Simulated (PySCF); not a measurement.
# Radial density of Ar²⁺ (argon, charge +2)

B2PLYP, [Ne] 3s1 3p4 3d1, one real determinant (an excited configuration). All numbers are calculated (PySCF 2.14, no relativity, point nucleus, in aug-cc-pV(T+d)Z with one added diffuse shell each of s, p, d, f type (7s6p5d3f, 71 functions)).

```csv
r (bohr),4πr²ρ (e/bohr),4πr²(ρα − ρβ)
0.00174,0.1361,0.0006
0.00292,0.3692,0.0017
0.00491,0.9720,0.0044
0.00826,2.439,0.0109
0.0139,5.636,0.0251
0.0234,11.36,0.0500
0.0393,18.28,0.0791
0.0661,20.61,0.0962
0.111,15.71,0.1693
0.187,16.28,0.4833
0.315,20.74,0.5188
0.529,9.832,0.1440
0.890,4.199,2.2430
1.50,4.011,2.6455
2.52,0.7758,0.5106
4.24,0.02875,0.0230
7.13,7.270e-05,0.0001
```

⟨L²⟩ = 8.02 against 12 for a pure F term, so this real determinant mixes terms. The outer electron is Rydberg-like, and this basis confines it to a smaller radius and binds it less than a complete one would.
